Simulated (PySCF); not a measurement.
Computed shifts of a molecule C6H10, HF/pcSseg-1 in PySCF, GIAO, gas phase, equivalent atoms averaged, in ppm (number of nuclei): ¹³C: 147.2 (1), 147.1 (1), 138.6 (1), 124.0 (1), 28.3 (1), 18.7 (1). ¹H: 6.69 (1), 6.49 (1), 6.03 (1), 5.62 (1), 5.48 (1), 2.27 (1), 2.12 (1), 1.36 (3). References: ¹³C against TMS (σ = 192.6 ppm); ¹H against TMS (σ = 31.99 ppm), references at their B3LYP-D3(BJ)/def2-TZVP geometries, non-relativistic. Coordinates come from a PBE0-D3(BJ)/def2-SVP optimisation. Other conformers were not sampled.

Pick the molecule that these values belong to.
A) C=C(C)C1CC1
B) C=C/C=C/CC
C) C=CCC1CC1
D) CCC#CCC

B, C=C/C=C/CC
